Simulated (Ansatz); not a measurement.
Consider the ligand exchange at the Sn–N bond: `C[NH][SnH3]` + `FCS` → `FC[S][SnH3]` + CH₃NH₂.

Calculated with Ansatz (gas phase, PBE0-D4/def2-TZVP geometries, no zero-point term in ΔE). CCSD(T)/CBS adds triple-zeta CCSD(T) − MP2 to the extrapolated MP2 energy (def2 sets, frozen cores). DFT in def2-TZVPP. B3LYP here is the variant with VWN-RPA as its local correlation; programs differ in this. Elements past krypton have def2 core potentials. For Sn outer-core shells are correlated without core-valence functions, which leaves a few kJ/mol of doubt a bond. One conformer a species, not always the lowest.

**Question.** Is it downhill or uphill in electronic energy at CCSD(T)/CBS, and by how much? (Estimate.)

**Answer.** Ansatz gave: Downhill: ΔE = -0.73 eV.

**Question.** What do these levels give: PBE-D4, B3LYP-D4, ωB97X-V, MP2/def2-TZVPP, SCS-MP2/def2-TZVPP, HF/CBS(def2)? (Best estimate.)

**Answer.** The calculation gave: PBE-D4 -0.76, B3LYP-D4 -0.74, ωB97X-V -0.72, MP2/def2-TZVPP -0.71, SCS-MP2/def2-TZVPP -0.68, HF/CBS(def2) -0.74 eV.

Largest T1 diagnostic among the species: 0.013.

In def2-TZVPP, CCSD(T) changes the Hartree–Fock value by +0.06 eV (the triples alone add +0.00 eV) and MP2 by +0.04 eV.
